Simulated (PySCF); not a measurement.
## SMILES CC=C=C(C)[Se]C, C6H10Se

Geometry (Å), atoms numbered from 1 in this order:
```xyz
17

C    -2.6312   -0.7537    0.3701
C    -1.5614   -0.1634   -0.5002
C    -0.5455    0.5534   -0.0765
C     0.4677    1.2572    0.3640
C     0.4698    2.7509    0.5202
Se    2.1273    0.4342    0.8718
C     1.6481   -1.4110    0.5491
H    -2.4655   -0.5132    1.4292
H    -2.6621   -1.8508    0.2626
H    -3.6264   -0.3783    0.0796
H    -1.6499   -0.3489   -1.5810
H     1.2540    3.2082   -0.1046
H    -0.5009    3.1715    0.2249
H     0.6720    3.0341    1.5657
H     0.7892   -1.6950    1.1716
H     2.5226   -2.0159    0.8239
H     1.4074   -1.5642   -0.5110
```

Method used: quadratic response CAM-B3LYP/aug-cc-pVDZ first hyperpolarisability, Taylor convention, gas phase (PySCF). Geometry: PBE0-D3(BJ)/def2-SVP.

The calculation is non-relativistic, which matters for the atoms heavier than Zn.

Question: Give β for the processes computed.

Answer: In 10⁻³⁰ esu, Taylor convention; the vector part is βᵢ = ⅓ Σⱼ (βᵢⱼⱼ + βⱼᵢⱼ + βⱼⱼᵢ); β∥ is 3/5 of the vector part along the dipole, the dipole points from − to +:
| process | λ (nm) | β vector norm | β∥ | β HRS | depolarisation ratio |
| --- | --- | --- | --- | --- | --- |
| static β(0;0,0) | ∞ | 1.75 | 1.05 | 0.78 | 4.06 |
| second harmonic β(−2ω;ω,ω) | 1907 | 1.83 | 1.09 | 0.83 | 3.89 |
| Pockels β(−ω;ω,0) | 1907 | 1.77 | 1.06 | – | – |
| second harmonic β(−2ω;ω,ω) | 1064 | 2.01 | 1.20 | 0.95 | 3.50 |
| Pockels β(−ω;ω,0) | 1064 | 1.83 | 1.10 | – | – |

Question: Which lowest excitations, dipole and polarisabilities go with it?

Answer: S1 4.21 eV (f = 0.000); S2 5.01 eV (f = 0.006); S3 5.15 eV (f = 0.023); dipole 1.46 D; isotropic α 110.2 au static, 110.6 au at 1907 nm, 111.7 au at 1064 nm, 112.0 au at 953.5 nm, 116.5 au at 532 nm.
